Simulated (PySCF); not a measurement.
Compound: C8H16N2.
SMILES with atom numbers: `[CH3:1][CH2:2][CH2:3][NH:4][N:5]=[C:6]1[CH2:7][CH2:8][CH2:9][CH2:10]1`

Geometry (GFN2-xTB, Å), atoms numbered from 1 in this order:
```
atom  x, y, z in Å
C1     4.2609    0.1589   -0.7243
C2     2.7986   -0.2568   -0.6400
C3     2.2814   -0.1940    0.8021
N4     0.8854   -0.5352    0.9406
N5     0.0294    0.4766    0.6814
C6    -1.1857    0.2840    0.3888
C7    -1.9275   -1.0218    0.1951
C8    -3.3025   -0.5969   -0.3215
C9    -3.5175    0.7839    0.2993
C10   -2.1378    1.4348    0.2124
H11    4.6275    0.0698   -1.7443
H12    4.8731   -0.4712   -0.0823
H13    4.3811    1.1914   -0.4052
H14    2.6849   -1.2761   -1.0203
H15    2.1884    0.4038   -1.2599
H16    2.3917    0.8208    1.1895
H17    2.8586   -0.8780    1.4323
H18    0.6378   -1.4569    0.5810
H19   -2.0135   -1.5365    1.1571
H20   -1.4101   -1.6923   -0.4968
H21   -3.2786   -0.5110   -1.4095
H22   -4.0874   -1.3025   -0.0508
H23   -3.8093    0.6762    1.3453
H24   -4.2869    1.3581   -0.2150
H25   -1.9752    2.2084    0.9608
H26   -1.9878    1.8852   -0.7726
```

Definitions: NICS(0) = −σiso at the ring centroid; NICS(1) = −σiso and NICS(1)zz = −σzz at ±1 Å along the ring normal z. Level: GIAO PBE0/pcSseg-1 (PySCF, non-relativistic, gas phase) on the GFN2-xTB geometry, one conformer.

Ring bond lengths (Å), with Mayer bond orders in brackets: C6–C7 1.514 (0.99), C7–C8 1.529 (1.03), C8–C9 1.529 (1.03), C9–C10 1.528 (1.02), C10–C6 1.504 (1.02).

**Question.** Give the NICS values of each ring in ppm.

**Answer.** 
```csv
ring,type,NICS(0),"NICS(1), two faces","NICS(1)zz, two faces",rms pucker (Å),"centre to ring atoms, mean (Å)"
C6–C7–C8–C9–C10,5-membered carbocycle; formal bonds all single,-2.9,-3.5 / -3.1,-2.8 / -2.4,0.17,1.28
```

**Question.** What can be read from them?

**Answer.** 
- C6–C7–C8–C9–C10: mean NICS(1)zz -2.6 ppm, near zero. C7, C8, C9, C10 have four or more neighbours; no verdict on aromaticity is drawn.

**Question.** At the second NICS(1) probe listed for ring C6–C7–C8–C9–C10, 1 Å off the ring, how large is the induced field along the normal in 9.4 T applied along it?

**Answer.** NICSzz × B0 = -2.4 ppm × 9.4 T = -23 μT, against the applied field.

Cost: about 2.7 min of CPU time on one thread; the machine was shared, so the figure is rough. This is the whole shielding run at PBE0/pcSseg-1, SCF included.
